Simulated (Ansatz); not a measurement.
Geometry optimisation, UKS PBE0/def2-SVP (Ansatz).

input.yaml

```yaml
crystal:
  periodic: [false, false, false]
  atoms:
    - { symbol: C, position_ang: [-0.5351, -0.7172, -0.1373] }
    - { symbol: C, position_ang: [0.0881, 0.4292, -0.0656] }
    - { symbol: I, position_ang: [1.8256, 0.4441, 0.9118] }
    - { symbol: H, position_ang: [-1.06, -1.5718, -0.2187] }
    - { symbol: H, position_ang: [-0.2687, 1.342, -0.5316] }
magnetization:
  spin_polarized: true
  initial_magnetization: 1
basis:
  gaussian: { orbitals: def2-SVP }
hamiltonian:
  xc: pbe0
relax:
  f_tol: 0.02
  max_steps: 50
```

Launched with:

```bash
$ ansatz run input.yaml --threads 1 --pin off --max-ram 2048MiB --backend cpu --events-out ev --progress --plain --runs-dir out
```

Task: Where does it end, and by what steps?

Result: The run converged. After 13 steps the energy has fallen by 0.526 eV; H4 moved furthest, 0.28 Å.

```tsv
step	energy less start (eV)	largest force component (eV/Å)	accepted
0	0.0000	3.601	yes
1	-0.3489	1.321	yes
2	-0.3776	0.720	yes
3	-0.4052	1.139	yes
4	-0.4247	0.729	yes
5	-0.4804	0.759	yes
6	-0.4204	3.178	no
7	-0.5187	0.274	yes
8	-0.5163	0.288	no
9	-0.5246	0.085	yes
10	-0.5248	0.122	yes
11	-0.5263	0.058	yes
12	-0.5264	0.030	yes
13	-0.5264	0.001	yes
```

```xyz
5
Properties=species:S:1:pos:R:3
C -0.748 -0.619 -0.285
C -0.007 0.430 -0.134
I 1.856 0.356 0.954
H -0.848 -1.678 -0.066
H -0.203 1.438 -0.510
```

The run took 53 s on 1 thread of Arm Neoverse V1 (shared host), peak memory 0.16 GiB.
